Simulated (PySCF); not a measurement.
## `B[Si@@H]1C[C@@]1(F)C(C)C`, C$_{5}$H$_{12}$BFSi

Molfile (atoms numbered from 1):
```
C5H12BFSi
     RDKit          3D

 20 20  0  0  0  0  0  0  0  0999 V2000
    3.1110    1.4172   -0.5757 B   0  0  0  0  0  0  0  0  0  0  0  0
    1.7311    0.8392    0.5925 Si  0  0  2  0  0  4  0  0  0  0  0  0
    1.2902   -1.0301    0.7461 C   0  0  0  0  0  0  0  0  0  0  0  0
    0.3200   -0.3005   -0.1166 C   0  0  2  0  0  0  0  0  0  0  0  0
    0.4354   -0.6049   -1.4596 F   0  0  0  0  0  0  0  0  0  0  0  0
   -1.1265   -0.1458    0.2904 C   0  0  0  0  0  0  0  0  0  0  0  0
   -1.8923   -1.4453    0.0279 C   0  0  0  0  0  0  0  0  0  0  0  0
   -1.7677    1.0239   -0.4538 C   0  0  0  0  0  0  0  0  0  0  0  0
    3.6285    2.4557   -0.4125 H   0  0  0  0  0  0  0  0  0  0  0  0
    3.4634    0.7700   -1.4849 H   0  0  0  0  0  0  0  0  0  0  0  0
    1.1317    1.4805    1.7721 H   0  0  0  0  0  0  0  0  0  0  0  0
    0.9042   -1.4050    1.6820 H   0  0  0  0  0  0  0  0  0  0  0  0
    1.9125   -1.7489    0.2337 H   0  0  0  0  0  0  0  0  0  0  0  0
   -1.1364    0.0648    1.3648 H   0  0  0  0  0  0  0  0  0  0  0  0
   -1.8661   -1.6858   -1.0324 H   0  0  0  0  0  0  0  0  0  0  0  0
   -2.9302   -1.3423    0.3364 H   0  0  0  0  0  0  0  0  0  0  0  0
   -1.4436   -2.2689    0.5789 H   0  0  0  0  0  0  0  0  0  0  0  0
   -1.7194    0.8547   -1.5270 H   0  0  0  0  0  0  0  0  0  0  0  0
   -1.2407    1.9481   -0.2246 H   0  0  0  0  0  0  0  0  0  0  0  0
   -2.8105    1.1339   -0.1667 H   0  0  0  0  0  0  0  0  0  0  0  0
  1  2  1  0
  2  3  1  0
  3  4  1  0
  4  5  1  6
  4  6  1  0
  6  7  1  0
  6  8  1  0
  4  2  1  0
  1  9  1  0
  1 10  1  0
  2 11  1  1
  3 12  1  0
  3 13  1  0
  6 14  1  0
  7 15  1  0
  7 16  1  0
  7 17  1  0
  8 18  1  0
  8 19  1  0
  8 20  1  0
M  END
```

Theory: TDDFT CAM-B3LYP/def2-SVPD circular dichroism and optical rotation, one conformer, gas phase (PySCF). Geometry: GFN2-xTB.

The molecule is flexible and this is one conformer; a measurement averages over conformers.

(1) Draw the ECD and absorption spectra from the lowest 8 states, each a Gaussian of half-width 0.3 eV at 1/e height.

Results:

(1) 
```tsv
E (eV)	λ (nm)	Δε (L mol⁻¹ cm⁻¹)	ε (L mol⁻¹ cm⁻¹)
3.37	368	+0.15	826
3.52	352	+0.62	3410
3.67	338	+1.56	8520
3.82	325	+2.35	12900
3.97	312	+2.10	11900
4.12	301	+0.69	6720
4.27	290	-1.78	2590
4.42	281	-5.44	1330
4.57	271	-8.38	1400
4.72	263	-7.30	1260
4.87	255	-2.03	760
5.02	247	+4.60	393
5.17	240	+9.10	288
5.32	233	+8.45	233
5.47	227	+3.14	143
5.62	221	-4.00	95.4
5.77	215	-10.04	134
5.92	209	-10.74	289
6.07	204	-4.38	756
6.22	199	+5.48	1890
6.37	195	+13.86	3660
6.52	190	+15.40	5170
6.67	186	+8.11	5560
6.82	182	-2.26	4740
```
Δε uses R in velocity form, ε uses f in length form. Only the states computed contribute, so the short-wavelength end is incomplete.
